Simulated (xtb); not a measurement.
Sn(Cl)3(OSiH3) (Cl₃H₃OSiSn), SMILES [SiH3][O][Sn]([Cl])([Cl])[Cl]. All values are semi-empirical tight-binding results from xtb (GFN2-xTB unless named), good for trends rather than for accurate numbers. The structure is a stationary point at GFN2-xTB. One conformer was computed; it need not be the lowest.

For metal compounds this method's bond lengths and energies can be far off.

Computed properties:
```
Item                                          Result
-------------------------------------  -------------
orbital gap                                  2.12 eV
zero-point energy                      18.8 kcal/mol
G − E(el) at 298.15 K (modified RRHO)  -6.4 kcal/mol
```
